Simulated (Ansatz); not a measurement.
The cluster Li6H6⁻, relaxed as a doublet with UKS r2SCAN-D4/def2-TZVPD in Ansatz, starting from the GFN2-xTB geometry. Force threshold 0.02 eV/Å.

The highest occupied level of the charge -1 doublet lies above zero (up to 0.99 eV). The electron is either unbound and held by the finite basis, or the level is raised by self-interaction error. The structure comes from a short search, and lower isomers may exist.

Start:

Cartesian coordinates in Å:
```
Li 0.231 -0.882 1.031
Li 0.272 0.825 -1.406
Li -1.493 -1.954 -0.865
Li 1.368 1.584 0.953
Li -0.958 1.542 0.805
Li 1.523 -1.207 -1.300
H 0.167 -2.275 1.286
H -1.409 0.365 0.064
H -2.426 -2.434 -1.887
H 1.923 0.281 0.556
H 0.725 2.184 -1.128
H 0.077 1.970 1.891
```

| step | energy (eV) | largest force component (eV/Å) | SCF passes |
| --- | --- | --- | --- |
| 1 | -1323.2654 | 1.833 | 17 |
| 2 | -1324.8980 | 0.950 | 21 |
| 3 | -1325.7325 | 0.514 | 21 |
| 4 | -1326.0932 | 0.376 | 21 |
| 5 | -1326.3623 | 0.339 | 21 |
| 6 | -1326.5376 | 0.201 | 22 |
| 7 | -1326.5983 | 0.247 | 21 |
| 8 | -1326.6502 | 0.139 | 21 |
| 9 | -1326.6785 | 0.097 | 22 |
| 10 | -1326.7000 | 0.099 | 18 |
| 11 | -1326.7109 | 0.107 | 18 |
| 13 | -1326.7192 | 0.044 | 17 |
| 15 | -1326.7222 | 0.024 | 18 |
| 17 | -1326.7259 | 0.091 | 17 |
| 19 | -1326.7518 | 0.184 | 17 |
| 21 | -1326.8542 | 0.187 | 17 |
| 23 | -1327.0415 | 0.237 | 17 |
| 25 | -1327.2034 | 0.188 | 17 |
| 27 | -1327.2484 | 0.128 | 22 |
| 29 | -1327.2804 | 0.136 | 23 |
| 31 | -1327.4067 | 0.170 | 23 |
| 33 | -1327.5167 | 0.076 | 21 |
| 35 | -1327.5253 | 0.072 | 20 |
| 37 | -1327.5712 | 0.054 | 25 |
| 39 | -1327.5807 | 0.059 | 28 |
| 41 (rejected) | -1327.5914 | 0.029 | 28 |
| 42 | -1327.5922 | 0.012 | 27 |

Force components are those of the run's own axes.

End:

Cartesian coordinates in Å:
```
Li -0.079 -0.691 1.208
Li 0.086 0.691 -1.207
Li -0.855 -1.709 -1.039
Li 0.854 1.711 1.039
Li -1.574 1.347 0.661
Li 1.573 -1.349 -0.663
H 0.296 -2.282 0.283
H 0.461 -0.934 -2.073
H -1.398 -0.210 -0.215
H 1.394 0.208 0.217
H -0.297 2.283 -0.283
H -0.461 0.933 2.072
```

Bonds lost: Li5–H8 (atoms count from 1). Bonds formed: Li1–H12, Li2–H8, Li3–H7, Li3–H8, Li4–H11, Li5–H9, Li5–H11, Li6–H7 (atoms count from 1). Metal–metal contacts that move far: Li2–Li3 3.34 to 2.58 Å, Li3–Li6 3.14 to 2.48 Å. The end is the same structure that another start reached, the lowest one found.

The force fell under the threshold at step 40, but the optimiser went on. No frequencies were taken in this run, so the end may be a saddle point.

Hardware: 4 threads of Arm Neoverse V1 on a shared host. Wall time 2.3 min.
